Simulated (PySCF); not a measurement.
**Excitation energy of As by level of theory**

As [Ar] 3d10 4s2 4p3 (4S) → As [Ar] 3d10 4s2 4p2 4d1 (high-spin determinant), as a difference of total energies. All numbers are calculated (PySCF 2.14, a scalar-relativistic core potential, in aug-cc-pVQZ-PP with one added diffuse shell each of s, p, d, f, g type with ECP10MDF (8s7p6d4f3g, 114 functions)). Correlated levels: valence: 3s2 3p6 3d10 frozen. The calculations carry no spin-orbit coupling.

```csv
method,excitation energy (cm⁻¹)
UHF,62598
LDA,62506
PBE,61140
PBE0,62733
r2SCAN,64951
BLYP,59697
PBEsol,61840
MP2 (valence),65534
SCS-MP2 (valence),64702
```

The promoted electron is Rydberg-like, and one or two diffuse shells describe it only roughly, which tends to raise the upper state.

The determinant of the upper state mixes LS terms, which raises its energy above the lowest term, most at the Hartree-Fock and MP2 levels.
